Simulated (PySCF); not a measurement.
**Successive ionisation energies of mercury**

Calculated with PySCF 2.14, two-component X2C-1e (Gaussian nucleus, no Breit or QED terms), each ion in its own even-tempered basis; GMP2 freezes the deep shells of the larger ions and drops the highest virtual spinors; eV.

```csv
ion,configuration,GHF (spin-free),GHF (screened spin-orbit),GMP2 (screened spin-orbit),NIST,kind
Hg³⁴⁺,[Kr] 4d10,1558.8,1547.9,1548.3,1549 ± 5,theoretical
Hg³⁵⁺,[Kr] 4d9,1611.9,1602.0,1602.4,1603 ± 5,theoretical
Hg³⁶⁺,[Kr] 4d8,1669.5,1659.8,1660.1,1661 ± 5,theoretical
Hg³⁷⁺,[Kr] 4d7,1727.8,1721.6,1721.5,1723 ± 4,theoretical
Hg³⁸⁺,[Kr] 4d6,1783.0,1780.4,1780.2,1780 ± 4,theoretical
Hg³⁹⁺,[Kr] 4d5,1860.1,1838.7,1838.5,1839 ± 4,theoretical
Hg⁴⁰⁺,[Kr] 4d4,1916.9,1929.5,1930.0,1928 ± 4,theoretical
Hg⁴¹⁺,[Kr] 4d3,1977.7,1989.1,1989.6,1989 ± 4,theoretical
Hg⁴²⁺,[Kr] 4d2,2039.2,2054.7,2054.7,2052 ± 4,theoretical
Hg⁴³⁺,[Kr] 4d1,2097.3,2114.9,2115.0,2113 ± 4,theoretical
Hg⁴⁴⁺,[Kr],2388.3,2346.8,2348.2,2354 ± 4,theoretical
Hg⁴⁵⁺,[Ar] 3d10 4s2 4p5,2445.7,2405.8,2407.3,2412 ± 4,theoretical
```
